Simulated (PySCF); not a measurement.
In(Br)(NH2)2 (BrH4InN2), SMILES [Br][In]([NH2])[NH2]. Atoms are numbered in the order given.

```xyz
8

In    -0.7019    -0.0358     0.0000
Br     1.8137     0.0105     0.0000
N     -1.5788     0.1604    -1.8324
H     -0.9920    -0.1626    -2.6012
H     -2.5000    -0.2652    -1.9307
N     -1.5788     0.1604     1.8324
H     -2.5000    -0.2652     1.9307
H     -0.9920    -0.1626     2.6012
```

Geometry optimised at B3LYP-D3(BJ)/def2-SVP. The def2 effective core potentials stand for the cores of In; spin–orbit coupling is left out. Other conformers were not sampled.

The numbers are results of TDA-ωB97X/def2-SVPD (PySCF), not measurements.

Vertical excitations. Isolated molecule, no solvent. State labels are in the subgroup Cs.

| state | symmetry | energy (eV) | λ (nm) | f | main pairs |
|---|---|---|---|---|---|
| S1 | A" | 5.19 | 239 | 0.075 | HOMO→LUMO 79 % |
| S2 | A' | 5.50 | 225 | 0.039 | HOMO−1→LUMO 81 % |
| S3 | A" | 5.69 | 218 | 0.020 | HOMO−2→LUMO 81 % |
| S4 | A' | 6.02 | 206 | 0.135 | HOMO−3→LUMO 77 % |
| S5 | A" | 6.33 | 196 | 0.035 | HOMO→LUMO+1 83 % |
| S6 | A' | 6.72 | 185 | 0.034 | HOMO−1→LUMO+1 68 %, HOMO−4→LUMO 16 % |
| S7 | A" | 6.88 | 180 | 0.022 | HOMO−2→LUMO+1 84 % |
| S8 | A' | 7.01 | 177 | 0.103 | HOMO−3→LUMO+1 38 %, HOMO−4→LUMO 28 %, HOMO−1→LUMO+1 9 %, HOMO−3→LUMO 8 % |
| S9 | A" | 7.14 | 174 | 0.002 | HOMO→LUMO+2 77 % |
| S10 | A' | 7.51 | 165 | 0.088 | HOMO→LUMO+4 31 %, HOMO−1→LUMO+2 22 %, HOMO−3→LUMO+2 16 %, HOMO−3→LUMO+1 16 % |
| T1 | A" | 4.34 | 285 | 0 | HOMO→LUMO 86 % |
| T2 | A' | 4.85 | 255 | 0 | HOMO−1→LUMO 74 % |
| T3 | A" | 5.36 | 232 | 0 | HOMO−2→LUMO 77 %, HOMO−2→LUMO+2 14 % |
| T4 | A' | 5.53 | 224 | 0 | HOMO−3→LUMO 67 % |
Triplets are in the Tamm–Dancoff approximation.
